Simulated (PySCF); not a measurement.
Theory: shieldings: GIAO PBE0/pcSseg-1, coordinates at the GFN2-xTB level, in PySCF 2.14 (gas phase, no relativistic terms, single conformer, fast rotation and ring inversion assumed for equivalent nuclei).

δ = σ(ref) − σ, references computed at the same level: ¹H (31.72 ppm) and ¹³C (186.93 ppm) against TMS. Acid and N–H amide carbonyl carbons lie up to 10 ppm further downfield in solution (hydrogen bonding). Shifts are as computed. Against solution values, carbons near 30 ppm lie about +3 ppm off and those near 130 ppm about +5 ppm. Of 1211 compounds with measured shifts, 218 miss one by over three times the rms of a fit or turn the order of signals round; such compounds aren't used in these exercises. OH and NH positions are gas-phase values without hydrogen bonding to other molecules.

Task: Order these molecules by the shift of their most shielded carbon-bound hydrogen, lowest δ first.
A. C[C@H]1OC(=O)C=CC1=O
B. C=CC1=NNC[C@@H]1OC
C. N#CC#C/C=C\C(=O)O
D. Cc1cn(C2CC2)cp1

Result: D (0.89 ppm, hydrogen on a three-membered-ring carbon), A (1.62 ppm, hydrogen on a methyl carbon), B (3.45 ppm, hydrogen on an sp3 CH2 bonded to N), C (6.50 ppm, hydrogen on a β carbon of a C=C–C=O unit).

Task: Order these molecules by the shift of their most deshielded carbon-bound hydrogen, lowest δ first.
A. CCOC(F)(F)F
B. C=CC1=NNC[C@@H]1OC
C. Cc1cn(C2CC2)cp1

Result: A (4.25 ppm, hydrogen on an sp3 CH2 bonded to O), B (6.88 ppm, hydrogen on an alkene CH), C (8.09 ppm, hydrogen on an aromatic CH next to a ring nitrogen).

Task: How many ¹³C and ¹H signals does each give (equivalence by symmetry and fast rotation, but not about amide C–N or C=N bonds)? `CCOC(F)(F)F`, `N#CC#C/C=C\C(=O)O`, `C=CC1=NNC[C@@H]1OC`, `Cc1cn(C2CC2)cp1`, `C[C@H]1OC(=O)C=CC1=O`

Result: CCOC(F)(F)F: 3 C, 2 H; N#CC#C/C=C\C(=O)O: 6 C, 3 H; C=CC1=NNC[C@@H]1OC: 6 C, 8 H; Cc1cn(C2CC2)cp1: 6 C, 6 H; C[C@H]1OC(=O)C=CC1=O: 6 C, 4 H.
